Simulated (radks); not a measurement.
Values are calculated unless marked as measured or tabulated.
The neon ion Ne2+, 8 electrons, occupied as [He] 2s2 2p4 (the NIST ground configuration).

Level of theory: scalar-relativistic Kohn-Sham, r2SCAN, spin-polarised, spherical densities, finite nucleus; open shells are filled with parallel spins first; meta-GGA in the generalised Kohn-Sham scheme; Fermi nuclear charge, rms radius 3.0055 fm (a radial shooting solver on a logarithmic mesh with Libxc functionals).

Energy parts (hartree):
part                      energy
total                 -126.73483
kinetic                126.78120
electron-nucleus      -293.53048
Hartree                 51.30075
exchange-correlation   -11.28630

Orbitals (lengths in bohr, moments of r in powers of bohr; r(max) is where P^2 peaks; r(90%) holds 90 % of the orbital's charge):
[
 {"orbital": "1s up", "occ.": "1", "eigenvalue (hartree)": "-32.69506", "r(max)": "0.1027", "r(90%)": "0.283"},
 {"orbital": "1s down", "occ.": "1", "eigenvalue (hartree)": "-32.59559", "r(max)": "0.1026", "r(90%)": "0.281"},
 {"orbital": "2s up", "occ.": "1", "eigenvalue (hartree)": "-3.03933", "r(max)": "0.6554", "r(90%)": "1.29"},
 {"orbital": "2s down", "occ.": "1", "eigenvalue (hartree)": "-2.82180", "r(max)": "0.6647", "r(90%)": "1.33"},
 {"orbital": "2p up", "occ.": "3", "eigenvalue (hartree)": "-2.13731", "r(max)": "0.5788", "r(90%)": "1.34"},
 {"orbital": "2p down", "occ.": "1", "eigenvalue (hartree)": "-1.89709", "r(max)": "0.5959", "r(90%)": "1.40"}
]

The highest occupied level is 2p down at -51.622 eV. Summed over all electrons, <r^2> = 4.986 bohr^2, which gives a Langevin (diamagnetic) susceptibility term of -3.95 x 10^-6 cm^3/mol. The electron density at the nucleus is 652.6 e/bohr^3 (large components only). The density falls to 0.001 e/bohr^3 at r = 2.36 bohr. The spin density at the nucleus is 0.012 e/bohr^3 (1s -1.325, 2s 1.337). For comparison, the ionisation energy in NIST's Atomic Spectra Database is 63.423 eV (measured). In exact Kohn-Sham theory the highest level is minus the ionisation energy, but local and semilocal functionals leave it too shallow, through self-interaction and a potential that decays too fast; potentials with the right tail come closer. Spin moment in Bohr magnetons: 2.
